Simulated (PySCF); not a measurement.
## Bond curve of BI

Set-up: B def2-SVPD, I def2-SVPD with ECP28; scalar-relativistic core potentials (PySCF 2.14). Energies in eV from B + I in their ground configurations at the same level. State: ¹Σ⁺ (singlet), closed shell.

Curves on a restricted Hartree–Fock reference rise too fast on stretching and do not dissociate correctly.

```tsv
R (Å)	RHF-MP2
1.840	-2.692
1.926	-3.172
2.012	-3.427
2.076	-3.511
2.140	-3.528
2.204	-3.493
2.290	-3.387
2.397	-3.193
2.525	-2.905
2.696	-2.483
```

**Question.** Put a parabola through the three lowest points of the RHF-MP2 curve and estimate Re, k and ωe (reduced mass 10.13 u; 1 eV/Å² = 0.16022 mdyn/Å; ωe = 1302.8·√(k/μ) cm⁻¹).

**Answer.** Through R = 2.076, 2.14, 2.204 Å the second-order coefficient is 6.35 eV/Å², so Re ≈ 2.129 Å, k ≈ 2.03 mdyn/Å and ωe ≈ 584 cm⁻¹. A polynomial fit of higher order to the unrounded RHF-MP2 energies gives Re = 2.126 Å, k = 2.12 mdyn/Å, ωe = 595 cm⁻¹; anharmonicity and rounding make the difference.

The higher-order fit for each curve: RHF-MP2: Re = 2.126 Å, ωe = 595 cm⁻¹, De = 3.53 eV.

Correlated steps freeze 5 core orbitals. Correlated levels converge slowly with the basis: in double zeta they bind strong bonds too weakly, by up to about 1 eV, and carry superposition errors of some tenths. These are scalar-relativistic numbers at best; spin–orbit coupling would shift them, the dissociation energy most. Where the molecule has an RHF reference, its open-shell atoms are computed with UHF.
